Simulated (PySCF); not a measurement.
PySCF input:

```python
from pyscf import gto, scf, dft

mol = gto.M(
    atom='''
    Bi   -0.79143711    0.00000000   -0.00000000
    Br    0.93841828    0.00000000    2.12710333
    Br    0.93841828    0.00000000   -2.12710333
    ''',
    basis='def2-tzvpd',
    ecp='def2-tzvp',
    charge=-1,
    spin=0,
    verbose=4,
)

mf = scf.RHF(mol).density_fit(auxbasis='def2-universal-jkfit')
mf.conv_tol = 1e-9
mf.max_cycle = 100
mf.max_memory = 1500
mf.kernel()
if not mf.converged:
    mf = mf.newton()
    mf.kernel(mf.make_rdm1())
mf.analyze()
```

Q: Which total energy does the run end on?

A: -5358.54156 Eh (HF/def2-TZVPD).
